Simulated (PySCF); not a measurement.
An unknown is described by computed data only.

Formula: C5H12BN.

* UV, first state: lowest singlet excitation: 6.37 eV (195 nm, f = 0.165) [TDDFT wB97X-D/def2-SVPD]
* 13C NMR: chemical shifts (computed TMS as zero) by class: 144.7 (1 C), 119.6 (1 C), 38.8 (2 C), 23.1 (1 C) ppm [GIAO HF/pcSseg-1]
* Triplet: lowest triplet excitation (Tamm–Dancoff): 4.37 eV [TDA wB97X-D/def2-SVPD]
* Valence photoelectron: vertical ionisation energy: 8.95 eV [ΔSCF wB97X-D/def2-SVPD]
* Rotational structure: rotational constants A, B, C: 4.841, 1.426, 1.259 GHz [PBE0-D3(BJ)/def2-SVP]
* Polarisability: 86.0 au [wB97X-D/def2-SVPD]

The electronic properties come from PySCF, for the isolated species, density fitting. Levels stand in brackets. Geometry: PBE0-D3(BJ)/def2-SVP, one conformer, isolated molecule. NMR classes are plain means over equivalent atoms (diastereotopic ones count apart unless rotation or inversion swaps them), as if these changed places fast.

Q: Propose a structure and show how it fits.

A: Numbering: `[CH2:1]=[CH:2][CH2:3][BH:4][N:5]([CH3:6])[CH3:7]`. 5 carbons fall into 4 classes; from least to most shielded: alkene CH carbon [C2] (144.7 ppm), terminal =CH2 carbon [C1] (119.6 ppm), N-methyl carbon [C6/C7] (38.8 ppm, 2 C, up to 7.8 ppm apart in this geometry), sp3 carbon bound to boron [C3] (23.1 ppm). The first electron is taken from the HOMO, whose largest Löwdin shares are 0.32 on the terminal =CH2 carbon, 0.26 on the alkene CH carbon, 0.10 on the boron-bound nitrogen and 0.09 on the sp3 carbon bound to boron. The optimised geometry has point group C1 and is an asymmetric top. Structure: `C=CCBN(C)C`. Computed isomers that give other values at the same levels: `NBC1CCCC1` (rotational constant A: 5.935 GHz; this holds for the one conformer computed); `CBN1CCCC1` (rotational constant A: 5.729 GHz; this holds for the one conformer computed); `C=C(C)BN(C)C` (13C chemical shifts (computed TMS as zero) by class: 157.6 (1 C), 128.4 (1 C), 39.6 (2 C), 23.4 (1 C) ppm). The assignments are read from this structure; whether some other isomer fits the data as well wasn't checked.

Shape of the structure used: `[CH2:1]=[CH:2][CH2:3][BH:4][N:5]([CH3:6])[CH3:7]`: C1–C2–C3–B4 -116°, C2–C3–B4–N5 87°, C3–B4–N5–C6 -178°.
